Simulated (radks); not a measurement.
Valence configurations of Kr2+ (all share [Ar]). All-electron calculation, scalar-relativistic Kohn-Sham, PBE, spin-polarised, spherical densities, point nucleus; open shells are filled with parallel spins first. Program: a radial shooting solver on a logarithmic mesh with Libxc functionals. Energies are relative to 3d10 4s2 4p4; eigenvalues in eV for spin up.

[
 {"valence": "3d10 4s2 4p4", "E (eV)": "0.000", "moment (Bohr magnetons)": "2", "e(3d)": "-106.88", "e(4p)": "-31.848", "e(4s)": "-46.961"},
 {"valence": "3d10 4s1 4p5", "E (eV)": "15.117", "moment (Bohr magnetons)": "2", "e(3d)": "-108.44", "e(4p)": "-32.538", "e(4s)": "-47.841"},
 {"valence": "3d9.5 4s1 4p5.5", "E (eV)": "55.167", "moment (Bohr magnetons)": "2", "e(3d)": "-115.80", "e(4p)": "-33.509", "e(4s)": "-49.239"},
 {"valence": "3d9 4s2 4p5", "E (eV)": "81.915", "moment (Bohr magnetons)": "2", "e(3d)": "-121.80", "e(4p)": "-33.815", "e(4s)": "-49.788"},
 {"valence": "3d9 4s1.5 4p5.5", "E (eV)": "89.858", "moment (Bohr magnetons)": "2", "e(3d)": "-122.53", "e(4p)": "-34.141", "e(4s)": "-50.199"},
 {"valence": "3d10 4p6", "E (eV)": "31.464", "moment (Bohr magnetons)": "0", "e(3d)": "-109.81", "e(4p)": "-32.284", "e(4s)": "-"},
 {"valence": "3d8 4s2 4p6", "E (eV)": "174.46", "moment (Bohr magnetons)": "2", "e(3d)": "-137.16", "e(4p)": "-35.729", "e(4s)": "-52.507"},
 {"valence": "3d8.5 4s2 4p5.5", "E (eV)": "126.83", "moment (Bohr magnetons)": "2", "e(3d)": "-129.42", "e(4p)": "-34.777", "e(4s)": "-51.160"},
 {"valence": "3d10 4s1.5 4p4.5", "E (eV)": "7.553", "moment (Bohr magnetons)": "2", "e(3d)": "-107.66", "e(4p)": "-32.194", "e(4s)": "-47.402"},
 {"valence": "3d9.5 4s2 4p4.5", "E (eV)": "39.657", "moment (Bohr magnetons)": "2", "e(3d)": "-114.28", "e(4p)": "-32.840", "e(4s)": "-48.390"}
]

NIST lists [Ar] 3d10 4s2 4p4 as the ground configuration; this level of theory agrees among the configurations tried. The energies are those of spherical high-spin densities, not of single terms.
